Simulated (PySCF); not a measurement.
Molecule: SMILES COC[NH2+][BH2-]P, C₂H₁₁BNOP.

Geometry (Å), atoms numbered from 1 in this order:
```xyz
17

C     2.830   -0.224   -0.540
O     2.093    0.118    0.603
C     0.835    0.628    0.365
N    -0.173   -0.419    0.122
B    -1.678    0.152   -0.123
P    -2.854   -1.440   -0.120
H     3.836   -0.514   -0.210
H     2.394   -1.080   -1.091
H     2.917    0.630   -1.238
H     0.508    1.179    1.256
H     0.804    1.309   -0.504
H    -0.192   -1.065    0.917
H     0.095   -0.987   -0.686
H    -1.627    0.801   -1.158
H    -1.930    0.833    0.862
H    -4.084   -0.766    0.129
H    -3.105   -1.605   -1.518
```

Geometry PBE0-D3(BJ)/def2-SVP throughout; GIAO in PySCF 2.14.0 with density-fitted response routines, gas phase, one conformer, non-relativistic; equivalent atoms averaged; basis pcSseg-1.

For orientation, WP04 gives these shifts δ (against TMS, H2O, NH3, BF3·OEt2, H3PO4 at the same level): C3 84.6, C1 58.6, O2 44.2, N4 72.5, B5 -17.8, P6 -192.6, H10/H11 4.10, H14/H15 1.91, H16/H17 1.41 ppm.

A run gave: C3 82.2, C1 56.8, O2 30.4, N4 71.3, B5 -26.2, P6 -252.6, H10/H11 4.08, H14/H15 2.23, H16/H17 1.77 ppm (shifts δ (against TMS, H2O, NH3, BF3·OEt2, H3PO4 at the same level)).

Task: Which functional was used in that run?
A. LC-wPBE
B. mPW1PW91
C. wB97X-D
D. BHandHLYP
E. B3LYP

Result: A. P6 tells them apart best: LC-wPBE gives -252.6, BHandHLYP gives -225.9, B3LYP gives -228.5, mPW1PW91 gives -238.4, wB97X-D gives -242.9 ppm.
